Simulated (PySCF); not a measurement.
# Diatomic anions of N with group 14

PBE0 with triple-zeta basis sets in PySCF, for the lowest determinant that a PBE0 search found; no spin–orbit coupling. De refers to high-spin ground-configuration atoms (the charge goes to the atom of lower measured ionisation energy or higher electron affinity, which is not always the lowest computed limit). A positive dipole points towards N; it is taken about the centre of mass and depends on that origin.

```csv
M,basis,charged atom,state (unpaired electrons),Re (Å),ωe (cm⁻¹),De (eV),μ (D)
C,def2-TZVPPD,C−,singlet (closed shell),1.170,2163,10.47,0.65
Si,def2-TZVPPD,Si−,singlet (closed shell),1.578,1212,5.96,-2.56
Ge,def2-TZVPPD,Ge−,singlet (closed shell),1.668,1013,n/a,-3.93
Sn,def2-TZVPPD,Sn−,singlet (closed shell),1.868,848,3.47,-4.74
```

The shortest bond is that of CN⁻ (1.170 Å), the longest that of SnN⁻ (1.868 Å).

Down a group the atoms grow and get heavier, so bonds lengthen and wavenumbers fall; this series shows no clear exception.

Spin–orbit coupling is left out, which matters for elements this heavy, above all for dissociation energies. For an ion De counts to the pair picked by the measured ionisation energies or electron affinities, which need not be the lowest pair at this level.
